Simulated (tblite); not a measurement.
Species: C5H14SeSi.
SMILES with atom numbers: `[CH3:1][CH2:2][C:3]([CH3:4])([CH3:5])[Se:6][SiH3:7]` (hydrogens: H8, H9, H10 on C1; H11, H12 on C2; H13, H14, H15 on C4; H16, H17, H18 on C5; H19, H20, H21 on Si7)

Computed with GFN2-xTB (tblite), gas phase: L-BFGS steps from a force-field or distance-geometry start until the largest atomic force falls under 0.01 eV/Å.

Step 18: E = -619.9411 eV
```
atom  x, y, z in Å  |  force x, y, z in eV/Å
C1     -0.8974   -1.8452    0.6039    0.008   0.020  -0.031
C2     -0.6422   -0.8589   -0.5283   -0.001   0.014   0.003
C3     -0.4127    0.5883   -0.0875   -0.011  -0.024  -0.016
C4     -0.0547    1.4470   -1.2925   -0.008  -0.005   0.000
C5     -1.6255    1.1720    0.6255    0.017  -0.010  -0.009
Se6     1.1365    0.6970    1.2318   -0.029   0.010  -0.014
Si7     2.8177   -0.3032    0.0934   -0.006   0.008  -0.010
H8     -1.0068   -2.8508    0.2035   -0.002   0.010   0.016
H9     -0.0609   -1.8403    1.3016   -0.031  -0.023   0.004
H10    -1.8015   -1.5905    1.1501   -0.011  -0.023  -0.015
H11     0.2270   -1.1934   -1.1037   -0.019   0.012   0.020
H12    -1.4992   -0.8597   -1.2109    0.014  -0.002   0.036
H13     0.7927    1.0277   -1.8320   -0.011   0.017  -0.018
H14     0.1977    2.4585   -0.9801   -0.013   0.009  -0.008
H15    -0.9039    1.4971   -1.9731    0.002   0.011  -0.011
H16    -1.8244    0.6529    1.5602    0.012  -0.016  -0.002
H17    -2.5009    1.0891   -0.0176   -0.013   0.015   0.022
H18    -1.4583    2.2233    0.8543    0.009  -0.003  -0.005
H19     2.4984   -1.6976   -0.2046    0.007  -0.033   0.034
H20     3.9392   -0.1908    1.0093    0.056  -0.010   0.013
H21     3.0704    0.3943   -1.1654    0.027   0.023  -0.010
```

Step 19: E = -619.9416 eV
```
atom  x, y, z in Å  |  force x, y, z in eV/Å
C1     -0.8982   -1.8455    0.6028   -0.002   0.021  -0.011
C2     -0.6427   -0.8594   -0.5290    0.001   0.019   0.008
C3     -0.4142    0.5877   -0.0893    0.024   0.003   0.013
C4     -0.0556    1.4471   -1.2939   -0.013  -0.001   0.003
C5     -1.6248    1.1720    0.6263    0.005  -0.011  -0.003
Se6     1.1365    0.6972    1.2316   -0.030   0.001  -0.037
Si7     2.8185   -0.3036    0.0932    0.007   0.007   0.007
H8     -1.0066   -2.8519    0.2031   -0.002   0.024   0.022
H9     -0.0630   -1.8390    1.3021   -0.028  -0.028  -0.001
H10    -1.8027   -1.5896    1.1485   -0.006  -0.034  -0.023
H11     0.2268   -1.1935   -1.1037   -0.015   0.008   0.010
H12    -1.4999   -0.8592   -1.2105    0.003  -0.010   0.017
H13     0.7922    1.0285   -1.8335   -0.021   0.018  -0.016
H14     0.1960    2.4596   -0.9825   -0.013  -0.005  -0.002
H15    -0.9058    1.4975   -1.9734    0.007   0.007  -0.018
H16    -1.8231    0.6518    1.5607    0.017  -0.014  -0.003
H17    -2.5019    1.0900   -0.0145   -0.014   0.019   0.015
H18    -1.4567    2.2231    0.8565    0.010  -0.013  -0.010
H19     2.5029   -1.6998   -0.2029    0.004  -0.020   0.034
H20     3.9390   -0.1895    1.0118    0.043  -0.011   0.000
H21     3.0744    0.3933   -1.1657    0.021   0.019  -0.005
```

Step 20: E = -619.9420 eV
```
atom  x, y, z in Å  |  force x, y, z in eV/Å
C1     -0.8990   -1.8455    0.6015   -0.013   0.014   0.014
C2     -0.6432   -0.8595   -0.5296    0.003   0.019   0.010
C3     -0.4152    0.5871   -0.0910    0.045   0.031   0.033
C4     -0.0568    1.4473   -1.2952   -0.015   0.005   0.001
C5     -1.6240    1.1718    0.6270   -0.009  -0.008   0.005
Se6     1.1360    0.6975    1.2307   -0.020  -0.007  -0.050
Si7     2.8195   -0.3038    0.0932    0.025   0.002   0.020
H8     -1.0065   -2.8526    0.2031   -0.002   0.030   0.018
H9     -0.0656   -1.8383    1.3027   -0.018  -0.027  -0.001
H10    -1.8041   -1.5895    1.1464   -0.008  -0.038  -0.026
H11     0.2262   -1.1934   -1.1035   -0.004   0.003  -0.004
H12    -1.5004   -0.8589   -1.2097   -0.011  -0.014  -0.005
H13     0.7913    1.0297   -1.8355   -0.026   0.016  -0.013
H14     0.1940    2.4606   -0.9850   -0.012  -0.016   0.006
H15    -0.9076    1.4981   -1.9740    0.008   0.001  -0.023
H16    -1.8213    0.6504    1.5612    0.021  -0.011  -0.004
H17    -2.5033    1.0913   -0.0110   -0.012   0.019   0.007
H18    -1.4548    2.2227    0.8586    0.010  -0.019  -0.013
H19     2.5077   -1.7024   -0.2004    0.003  -0.001   0.034
H20     3.9395   -0.1884    1.0144    0.023  -0.011  -0.016
H21     3.0788    0.3926   -1.1661    0.014   0.012   0.006
```

Task: Estimate the geometry and energy of step 21. (The exact step hangs on the optimiser's Hessian estimate; all steps are aligned on step 20, rigid shifts and turns removed.)

Result: E = -619.9426 eV, largest force 0.075 eV/Å
```
atom  x, y, z in Å  |  force x, y, z in eV/Å
C1     -0.9002   -1.8451    0.6000   -0.021   0.004   0.038
C2     -0.6437   -0.8592   -0.5301    0.002   0.012   0.009
C3     -0.4158    0.5869   -0.0924    0.044   0.049   0.035
C4     -0.0586    1.4476   -1.2969   -0.016   0.013  -0.004
C5     -1.6230    1.1714    0.6280   -0.020  -0.003   0.013
Se6     1.1350    0.6976    1.2285    0.000  -0.011  -0.052
Si7     2.8212   -0.3040    0.0934    0.041  -0.004   0.027
H8     -1.0064   -2.8529    0.2035   -0.002   0.028   0.006
H9     -0.0691   -1.8378    1.3034   -0.002  -0.022   0.005
H10    -1.8062   -1.5899    1.1434   -0.018  -0.035  -0.022
H11     0.2254   -1.1932   -1.1032    0.008  -0.002  -0.018
H12    -1.5014   -0.8588   -1.2087   -0.022  -0.014  -0.026
H13     0.7896    1.0315   -1.8382   -0.027   0.011  -0.010
H14     0.1912    2.4615   -0.9879   -0.009  -0.019   0.015
H15    -0.9097    1.4989   -1.9752    0.005  -0.007  -0.024
H16    -1.8187    0.6484    1.5617    0.023  -0.008  -0.002
H17    -2.5052    1.0932   -0.0065   -0.004   0.016  -0.002
H18    -1.4523    2.2218    0.8609    0.009  -0.020  -0.012
H19     2.5138   -1.7055   -0.1967    0.002   0.023   0.033
H20     3.9406   -0.1872    1.0174    0.004  -0.011  -0.031
H21     3.0846    0.3919   -1.1663    0.005   0.001   0.021
```

The energy changes by -0.0006 eV. The first-order estimate −F·Δx gives -0.0008 eV and the mean of the old and new forces, exact on a quadratic surface, -0.0006 eV. The step makes an angle of 70° with the force vector and moves no atom by more than 0.008 Å.

What follows is the cost of the whole relaxation. On one thread, Arm Neoverse N1 (aarch64) (shared host), this took 1.6 s of wall time.
